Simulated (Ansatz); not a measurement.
Reaction (formal exchange of groups at the Si–N bond): `[SiH3]N[SiH]1CO1` + `FCCl` → `F[C@H](Cl)[Si@@H]1CO1` + `N[SiH3]`

Computed with Ansatz on PBE0-D4/def2-TZVP structures; ΔE is electronic, products minus reactants. CCSD(T)/CBS adds triple-zeta CCSD(T) − MP2 to the extrapolated MP2 energy (def2 sets, frozen cores). This one scheme is used for every species. DFT in def2-TZVPP. One conformer a species, not always the lowest.

```
                species  PBE energy (Eh)
     `[SiH3]N[SiH]1CO1`       -750.89678
                 `FCCl`       -599.08317
`F[C@H](Cl)[Si@@H]1CO1`      -1002.87246
              `N[SiH3]`       -347.07124
```

Work out ΔE.

ΔE = (-1002.87246) + (-347.07124) − (-750.89678) − (-599.08317) = 0.03625 Eh = +0.99 eV. CCSD(T)/CBS gives +1.13 eV.

Largest T1 diagnostic among the species: 0.013.

In def2-TZVPP, CCSD(T) changes the Hartree–Fock value by −0.18 eV (the triples alone add −0.03 eV) and MP2 by −0.15 eV. From PBE to PBE0 (25 % exact exchange), in def2-TZVPP and without D4, ΔE moves by +0.09 eV.
